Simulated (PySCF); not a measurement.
Stepwise substitution at one centre (Ga SiH3-SH). Isolated molecules, 0 K electronic values unless said otherwise. One relaxed conformer stands for each flexible species; it need not be the lowest. Strings in code marks are SMILES.

Method: PySCF 2.14.0 with M06-2X/def2-TZVP // PBE0-D3(BJ)/def2-TZVP. All candidates: neutral, multiplicity 1. Excitations are Tamm–Dancoff values on a coarser integration grid. The basis has no diffuse functions, so Rydberg states are missing or too high.

The T1 excitation (TDA) is 4.54 eV and the LUMO comes out as -0.94 eV. The brightest of the four lowest singlets (TDA) comes out as 5.31 eV.

Task: Identify which member has these values.
(A) `[SiH3][Ga]([SiH3])[SH]` (Si–Ga–S–H torsion 1°)
(B) `[SH][Ga]([SH])[SH]`
(C) `[SiH3][Ga]([SH])[SH]` (S–Ga–S–H torsion -179°, S–Ga–S–H torsion 0°)

Result: C, `[SiH3][Ga]([SH])[SH]` (S–Ga–S–H torsion -179°, S–Ga–S–H torsion 0°). The others give `[SH][Ga]([SH])[SH]`: 5.34 eV, -0.20 eV, 6.07 eV; `[SiH3][Ga]([SiH3])[SH]` (Si–Ga–S–H torsion 1°): 3.48 eV, -1.41 eV, 5.19 eV
